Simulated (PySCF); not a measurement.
H3NO3S, SMILES NS(=O)(=O)O.

Geometry optimised at r2SCAN-D4/def2-SVP. Other conformers were not sampled.

Method: r2SCAN/def2-TZVP in PySCF.

Symmetry labels are those of the subgroup Cs that the program uses (full group Cs).

### Question
List the valence orbital energies around the gap with their symmetry. (Estimate from the structure and the level; the computed values follow.)

### Answer

```
orbital  symmetry  energy (eV)
-------  --------  -----------
HOMO−7         A"       -11.84
HOMO−6         A'       -11.61
HOMO−5         A"        -9.81
HOMO−4         A'        -9.29
HOMO−3         A'        -8.93
HOMO−2         A"        -8.34
HOMO−1         A'        -8.13
HOMO           A"        -7.64
LUMO           A'        -0.09
LUMO+1         A'         0.71
LUMO+2         A'         1.51
LUMO+3         A'         1.77
```
